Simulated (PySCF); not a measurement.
**Interval between two levels of Rh by level of theory**

Rh [Kr] 4d8 5s1 [4F9/2, M_J = 9/2] → Rh [Kr] 4d8 5p1 [4G11/2, M_J = 11/2], as a difference of total energies. Computed with PySCF 2.14 in x2c-TZVPall-2c with one added diffuse shell each of s, p, d type (9s10p8d1f, 86 functions), with the two-component X2C-1e Hamiltonian. Correlated levels: [Ar] 3d10 frozen; the 6 highest virtual spinors dropped. "Screened" scales the spin-orbit matrix elements by Boettger's factors to mimic the two-electron term; Breit and QED terms are absent.

```json
{"method": "GHF (spin-free)", "interval between two levels (cm⁻¹)": "24046"}
{"method": "GMP2 (spin-free)", "interval between two levels (cm⁻¹)": "28418"}
{"method": "GHF (screened spin-orbit)", "interval between two levels (cm⁻¹)": "24239"}
{"method": "GMP2 (screened spin-orbit)", "interval between two levels (cm⁻¹)": "28673"}
```

The labels give the starting determinants; with spin-orbit coupling the two ends relaxed to ⟨J²⟩ = 24.76, ⟨L²⟩ = 12.05, ⟨S²⟩ = 3.75 and ⟨J²⟩ = 35.80, ⟨L²⟩ = 20.09, ⟨S²⟩ = 3.76.
